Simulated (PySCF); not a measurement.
Spin states of ZnF

Unrestricted PBE0; Zn def2-TZVPP, F def2-TZVPP; no relativity (PySCF 2.14). Outer shells of the fragments: Zn 3d10 4s2; F 2s2 2p5.

Followed along the bond (rough minima from three points):

```tsv
2Ms+1	unpaired	⟨S²⟩ at the start	R at minimum (Å)	Te (eV)
2	σ ↑	0.75	1.79	0.00
4	σ ↑, π ↑↑	3.75	none in the scan	≤ 7.15
```

Solutions found at the starting distance of 1.805 Å, counted from the lowest of them; the search is not exhaustive and high or unbound solutions are not listed, so other states can lie among these:

| 2Ms+1 | unpaired | term | E (eV) | ⟨S²⟩ | ⟨Lz²⟩ | μ (D) |
| --- | --- | --- | --- | --- | --- | --- |
| 2 | σ ↑ | ²Σ⁺ | 0.00 | 0.75 | 0.00 | -3.14 |
| 2 | π ↑ | ²Π | 4.32 | 0.76 | 1.00 | -3.85 |
| 2 | π ↑ | ²Π | 4.73 | 0.75 | 1.01 | 2.27 |
| 4 | σ ↑, π ↑↑ | mixed | 7.57 | 3.75 | 2.01 | 1.81 |
| 4 | σ ↑, π ↑↑ | mixed | 7.69 | 3.75 | 2.01 | 1.91 |
| 4 | σ ↑↑, π ↑ | ⁴Π | 8.06 | 3.75 | 1.01 | 1.10 |
| 4 | σ ↑↑, π ↑ | ⁴Π | 9.04 | 3.75 | 1.01 | 0.94 |
| 4 | σ ↑↑↑ | ⁴Σ⁺ | 9.66 | 3.75 | 0.00 | 0.80 |

A term symbol is given only where ⟨S²⟩ and ⟨Lz²⟩ are close to those of a pure state; real π, δ and φ orbitals otherwise mix terms. A positive dipole means Zn(−)F(+).

Counting both spins, an empty level lies below a filled one in some of these solutions, because spin and occupation are held.
